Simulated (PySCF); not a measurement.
C$_{4}$H$_{3}$O (SMILES [c-]1ccco1), charge -1, singlet, geometry from GFN2-xTB (in this run its highest filled SCF level lies above zero, so its values depend strongly on the basis, on diffuse functions most of all); PBE0/STO-3G in PySCF.

Input for PySCF:
```python
from pyscf import gto, scf, dft

mol = gto.M(
    atom='''
O    -0.00434124    0.04793050    1.16904018
C     0.01699507    1.22054995    0.39478422
C    -0.01760528   -1.04457952    0.36698234
C     0.01553600    0.75294446   -0.91996930
C    -0.00610386   -0.66403323   -0.93846348
H    -0.03459745   -2.01935969    0.83917224
H     0.02893664    1.37399554   -1.81376634
H    -0.01254091   -1.32736979   -1.79773000
''',
    basis='sto-3g',
    charge=-1,
    verbose=4,
)

mf = dft.RKS(mol)
mf.xc = 'pbe0'
mf.kernel()
```

Output, abridged:

```
PySCF version 2.14.0

[INPUT] verbose = 4
[INPUT] num. atoms = 8
[INPUT] num. electrons = 36
[INPUT] charge = -1
[INPUT] spin (= nelec alpha-beta = 2S) = 0
[INPUT] symmetry False subgroup None
[INPUT] Mole.unit = angstrom
[INPUT] Symbol           X                Y                Z      unit          X                Y                Z       unit  Magmom
[INPUT]  1 O     -0.004341240000   0.047930500000   1.169040180000 AA   -0.008203754641   0.090575518013   2.209165768812 Bohr   0.0
[INPUT]  2 C      0.016995070000   1.220549950000   0.394784220000 AA    0.032116027768   2.306505126852   0.746034054100 Bohr   0.0
[INPUT]  3 C     -0.017605280000  -1.044579520000   0.366982340000 AA   -0.033269157546  -1.973969208130   0.693496115152 Bohr   0.0
[INPUT]  4 C      0.015536000000   0.752944460000  -0.919969300000 AA    0.029358785071   1.422858816409  -1.738490020008 Bohr   0.0
[INPUT]  5 C     -0.006103860000  -0.664033230000  -0.938463480000 AA   -0.011534623703  -1.254840942310  -1.773438955106 Bohr   0.0
[INPUT]  6 H     -0.034597450000  -2.019359690000   0.839172240000 AA   -0.065379705108  -3.816036761087   1.585805704938 Bohr   0.0
[INPUT]  7 H      0.028936640000   1.373995540000  -1.813766340000 AA    0.054682324565   2.596475266974  -3.427521636555 Bohr   0.0
[INPUT]  8 H     -0.012540910000  -1.327369790000  -1.797730000000 AA   -0.023698885253  -2.508365369121  -3.397217345914 Bohr   0.0

nuclear repulsion = 151.035740319272
number of shells = 18
number of NR pGTOs = 84
number of NR cGTOs = 28
basis = sto-3g
ecp = {}

******** <class 'pyscf.dft.rks.RKS'> ********
method = RKS
initial guess = minao
damping factor = 0
level_shift factor = 0
DIIS = <class 'pyscf.scf.diis.CDIIS'>
diis_start_cycle = 1
diis_space = 8
diis_damp = 0
SCF conv_tol = 1e-09
SCF conv_tol_grad = None
SCF max_cycles = 50
direct_scf = True
direct_scf_tol = 1e-13
XC library pyscf.dft.libxc version 7.1.2
    S. Lehtola, C. Steigemann, M. J. T. Oliveira, and M. A. L. Marques,  SoftwareX 7, 1–5 (2018)
XC functionals = pbe0
    C. Adamo and V. Barone,  J. Chem. Phys. 110, 6158 (1999)
    M. Ernzerhof and G. E. Scuseria,  J. Chem. Phys. 110, 5029 (1999)
radial grids:
    Treutler-Ahlrichs [JCP 102, 346 (1995); DOI:10.1063/1.469408] (M4) radial grids

becke partition: Becke, JCP 88, 2547 (1988); DOI:10.1063/1.454033
pruning grids: <function nwchem_prune>
grids dens level: 3
symmetrized grids: False
atomic radii adjust function: <function treutler_atomic_radii_adjust>
small_rho_cutoff = 0
Set gradient conv threshold to 3.16228e-05
Initial guess from minao.
tot grids = 99984
init E= -227.146239927865
  HOMO = -0.188815822111442  LUMO = 0.0312802293110523  gap/eV = 5.98912
cycle= 1 E= -226.011740957841  delta_E= 1.13  |g|= 0.415  |ddm|=  4.2
  HOMO = 0.297804023151127  LUMO = 0.431680745062669  gap/eV = 3.64297
cycle= 2 E= -225.99666769929  delta_E= 0.0151  |g|= 0.511  |ddm|=  1.4
  HOMO = 0.208278632047467  LUMO = 0.436315967015581  gap/eV = 6.20521
cycle= 3 E= -226.083379894831  delta_E= -0.0867  |g|= 0.0669  |ddm|= 0.778
  HOMO = 0.194014851054258  LUMO = 0.420365034535809  gap/eV = 6.15930
cycle= 4 E= -226.084592900284  delta_E= -0.00121  |g|= 0.0283  |ddm|= 0.119
  HOMO = 0.194522693410034  LUMO = 0.419739396055206  gap/eV = 6.12846
cycle= 5 E= -226.084791013762  delta_E= -0.000198  |g|= 0.0134  |ddm|= 0.0533
  HOMO = 0.194419250045  LUMO = 0.421463318459992  gap/eV = 6.17818
cycle= 6 E= -226.084849854415  delta_E= -5.88e-05  |g|= 0.00135  |ddm|= 0.0187
  HOMO = 0.19446917577197  LUMO = 0.421386228790321  gap/eV = 6.17473
cycle= 7 E= -226.084850325509  delta_E= -4.71e-07  |g|= 0.000387  |ddm|= 0.00196
  HOMO = 0.19443739141773  LUMO = 0.421390183379533  gap/eV = 6.17570
cycle= 8 E= -226.084850379846  delta_E= -5.43e-08  |g|= 8.37e-05  |ddm|= 0.00061
  HOMO = 0.194418621698828  LUMO = 0.421391816437298  gap/eV = 6.17626
cycle= 9 E= -226.084850381544  delta_E= -1.7e-09  |g|= 3.92e-05  |ddm|= 0.000148
  HOMO = 0.194424335599469  LUMO = 0.421391120590296  gap/eV = 6.17608
cycle= 10 E= -226.084850382039  delta_E= -4.95e-10  |g|= 2.22e-06  |ddm|= 5.25e-05
  HOMO = 0.194423606561556  LUMO = 0.421391308907935  gap/eV = 6.17611
Extra cycle  E= -226.084850382039  delta_E= 3.98e-13  |g|= 2.61e-06  |ddm|= 6.71e-06
converged SCF energy = -226.084850382039
```
